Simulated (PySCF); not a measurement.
GeCl₂, SMILES [Cl][Ge][Cl] (connectivity only; charge and spin as stated), neutral, multiplicity 1. Geometry: PBE0-D3(BJ)/def2-TZVP. The isomer is the one that the SMILES or the coordinates give; other isomers of the formula were not compared.

The numbers are results of PBE0-D3(BJ)/def2-TZVP (PySCF 2.14.0), not measurements.

Harmonic wavenumbers (cm⁻¹): 158, 388, 409. Rotational constants (GHz): 7.165, 2.552, 1.882; symmetry number 2.

Work out the zero-point energy and the ideal-gas rigid-rotor harmonic-oscillator thermochemistry at 298.15 K and 1 atm.

ZPE = ½ Σ hcν = ½ × 955 cm⁻¹ = 5.71 kJ/mol. H − E(el) = 18.91 kJ/mol. Entropy in J/(mol K): translation 170.69, rotation 105.69, vibration 18.89, total 295.27. G − E(el) = -69.12 kJ/mol. Cp = 53.51 J/(mol K).
